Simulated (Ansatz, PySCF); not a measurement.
Potential energy surface of H2N (anion, charge -1), singlet: symmetric bend, bond length relaxed. Scanned: H-N-H angle. Other coordinates (N-H bond length) were minimised at B3LYP/def2-TZVP.

Computed with: PBE/def2-TZVPD (PySCF); B3LYP/def2-TZVPD (PySCF); CCSD(T)/aug-cc-pVQZ = Ansatz (a quantum-chemistry and plane-wave program) with CCSD(T) on RHF/aug-cc-pVQZ, frozen core.

Energies relative to the lowest point of each profile, in kcal/mol; the last columns give the difference from CCSD(T):

```csv
a / °,PBE,B3LYP,CCSD(T)/aug-cc-pVQZ,PBE − CCSD(T)/aug-cc-pVQZ,B3LYP − CCSD(T)/aug-cc-pVQZ
180,32.3,32.8,32.2,0.1,0.6
167,30.1,30.5,29.9,0.2,0.6
157,25.8,26.0,25.5,0.3,0.6
147,19.9,20.0,19.5,0.4,0.4
137,13.5,13.4,13.1,0.4,0.3
127,7.6,7.3,7.2,0.4,0.2
117,2.9,2.6,2.6,0.3,0.0
107,0.2,0.0,0.0,0.2,0.0
97,0.0,0.0,0.0,0.0,0.0
87,2.7,3.2,3.0,-0.3,0.1
77,8.7,9.7,9.4,-0.6,0.3
67,18.2,19.8,19.2,-1.0,0.6
60,27.1,29.2,28.4,-1.3,0.8
```

PBE is furthest from CCSD(T)/aug-cc-pVQZ at 60 (-1.3 kcal/mol, below); its mean absolute difference over the points is 0.4 kcal/mol.

B3LYP is furthest from CCSD(T)/aug-cc-pVQZ at 60 (0.8 kcal/mol, above); its mean absolute difference over the points is 0.4 kcal/mol.
